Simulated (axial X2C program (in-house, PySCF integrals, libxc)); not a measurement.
**VB⁺: from Re and ωe to a spectrum**

A bond curve at the PBE50 level, 2c, was computed with an in-house relativistic program for diatomic molecules (basis V dyall-cv3z [10s10p6d4f2g], B dyall-v3z [7s6p2d1f] (cores contracted in-house)) for the state Ω = 5/2 (⟨Sz⟩ = 2.50, ⟨Lz⟩ = 0.00 at PBE50). Its fit gives Re = 2.1742 Å, ωe = 407.0 cm⁻¹, ωexe = 4.75 cm⁻¹ and αe = 4.742e-03 cm⁻¹; the masses are 50.9440 and 11.0093 u. Two-component means X2C with spin–orbit coupling and atomic mean-field Coulomb and Gaunt terms.

Task: Find the reduced mass, Be and the force constant.

Result: From the PBE50 values: μ = 9.0529 u. Be = 16.8576/(μ Re²) = 0.3939 cm⁻¹. k = 5.8918×10⁻⁷ μ ωe² = 0.884 mdyn/Å.

Task: Where do the fundamental and the first overtone lie?

Result: ν(1←0) = ωe − 2ωexe = 397.5 cm⁻¹; ν(2←0) = 2ωe − 6ωexe = 785.5 cm⁻¹.

Task: A Morse curve ties αe to the other constants (Pekeris). How well does that hold?

Result: αe(Morse) = 6Be²/ωe × (√(ωexe/Be) − 1) = 5.656e-03 cm⁻¹; the PBE50 curve gives 4.742e-03 cm⁻¹, a ratio of 1.19.

Task: Estimate the centrifugal constant by the Kratzer relation.

Result: D = 4Be³/ωe² = 1.48e-06 cm⁻¹.

The state is one determinant whose occupation by symmetry is held fixed; it was picked as the lowest of a PBE0 search that is not exhaustive. Density functionals use the spin component along the axis (collinear). PBE0 can misorder states that lie within some tenths of an eV, so this need not be the ground state of the molecule. The nearest other 2c determinant of the search, Ω = 1/2, lies 0.17 eV up at the distance of the search. With several unpaired electrons one determinant need not be a pure state. This is the top spin component of a Σ state; components of lower Ω are not single determinants and can lie lower. The levels of this run spread widely (ωe from 331 to 447 cm⁻¹), so these constants depend on the method.
